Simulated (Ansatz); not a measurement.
C2H7NSi can be A, `C=CN[SiH3]`, or B, `C1C[SiH2]N1`.

Gas-phase electronic energies from Ansatz, PBE0-D4/def2-TZVP geometries. CBS: MP2 limit from def2 TZ/QZ plus the TZ coupled-cluster correction, frozen cores. This one scheme is used for every species. Functionals use def2-TZVPP. B3LYP here is the variant with VWN-RPA as its local correlation; programs differ in this. Each species was taken in one conformer, which may not be the lowest.

Q: Which isomer does CCSD(T)/CBS put lower? Give the gap. (Estimate.)

A: The calculation gave: B, by 2.2 kcal/mol.

Q: Give E(B) − E(A) in kcal/mol with ωB97M-V, CCSD(T)/def2-TZVPP, HF/def2-TZVPP, r2SCAN-D4, CCSD/def2-TZVPP, B3LYP-D4, BLYP-D4. (Best estimate.)

A: The calculation gave: ωB97M-V -3.0, CCSD(T)/def2-TZVPP -1.8, HF/def2-TZVPP 3.0, r2SCAN-D4 -1.3, CCSD/def2-TZVPP -2.0, B3LYP-D4 1.6, BLYP-D4 3.9. The order is the other way round with HF/def2-TZVPP, B3LYP-D4, BLYP-D4.

Q: Does the order hold for the free energy at 298.15 K (harmonic terms from PBE0-D4)? (Best estimate.)

A: Ansatz gave: No: G(B) − G(A) = +1.3 kcal/mol, for one conformer each.

Largest T1 diagnostic: 0.012.

At CCSD(T), def2-SVP lies +2.8 kcal/mol from the extrapolated value and def2-TZVPP +0.4 kcal/mol. From PBE to PBE0 (25 % exact exchange), in def2-TZVPP and without D4, E(B) − E(A) moves by −2.3 kcal/mol.
